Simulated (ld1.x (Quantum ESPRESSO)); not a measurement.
**zirconium (Zr), RRKJ: configuration errors across variants**

Zr (Z = 40), norm-conserving RRKJ (Kleinman–Bylander form), made with ld1.x (Quantum ESPRESSO) 7.5 (LDA (PZ), scalar-relativistic). Core [Ar] 3d10, reference 4s2 4p6 4d2 5s2 5p0. Waves: 4p (bound): rc 1.65 bohr; 4d (bound): rc 2.55 bohr; 4s (bound): rc 1.70 bohr. Local part: the s channel. Core correction: none. rho0 = 0.005.

Occupied shells without a wave of their own: 5s. They enter only through the test configuration that unscreens the potential.

All-electron excitation energies from the reference (eV): (1) 4s2 4p6 4d2 5s1 5p0 7.352; (2) 4s2 4p6 4d2 5s0 5p0 20.593; (3) 4s2 4p6 4d1 5s0 5p0 43.414; (4) 4s2 4p6 4d2 5s1 5p1 3.117; (5) 4s2 4p6 4d1 5s2 5p0 7.822; (6) 4s2 4p6 4d2 5s0 5p1 11.164; (7) 4s2 4p6 4d0 5s0 5p0 77.792; (8) 4s2 4p6 4d2 5s2 5p0 spin -0.483; (9) 4s2 4p6 4d2 5s1 5p0 spin 6.271.

Spin tests fill each open shell by Hund’s rule, majority spin first.

For the base: The 5s level has no wave, so the channel is fitted at the deeper level alone: the likely source of the large errors.

2 further variants failed, have other tests or too few solved ones, and are left out.

The file “base” misses its own reference levels by 0.5 eV. The file “wave 4s (bound): rc 1.70 bohr becomes 4s (bound): rc 1.58 bohr” misses its own reference levels by 0.3 eV. The file “wave 4s (bound): rc 1.70 bohr becomes 4s (bound): rc 1.98 bohr” misses its own reference levels by 1.1 eV. The file “wave 4s (bound): rc 1.70 bohr becomes 4s (bound): rc 2.16 bohr” misses its own reference levels by 1.5 eV.

Errors AE − PS in meV (a dash: test not solved or not reliable):

```tsv
change	(1)	(2)	(3)	(4)	(5)	(6)	(7)	(8)	(9)	bound ghosts
base	-596	-1541	-2189	-399	+21	-1112	-2816	+26	-535	none
wave 4s (bound): rc 1.70 bohr becomes 4s (bound): rc 1.14 bohr	-62	-161	-216	-13	+17	-66	-144	+29	-21	none
wave 4s (bound): rc 1.70 bohr becomes 4s (bound): rc 1.36 bohr	-121	-313	-437	-60	+18	-189	-444	+29	-78	none
wave 4s (bound): rc 1.70 bohr becomes 4s (bound): rc 1.58 bohr	-355	-918	-1304	-227	+20	-644	-1619	+28	-303	none
wave 4s (bound): rc 1.70 bohr becomes 4s (bound): rc 1.98 bohr	-1462	-3752	-5225	-1018	+11	-2787	-6948	+22	-1370	none
wave 4s (bound): rc 1.70 bohr becomes 4s (bound): rc 2.16 bohr	-1974	-5026	-6717	-1426	+148	-3812	-9021	+16	-1866	none
```

Give the same row for: wave 4s (bound): rc 1.70 bohr becomes 4s (bound): rc 1.68 bohr.

-503, -1302, -1851, -333, +21, -933, -2359, +27, -446; bound ghosts: none.
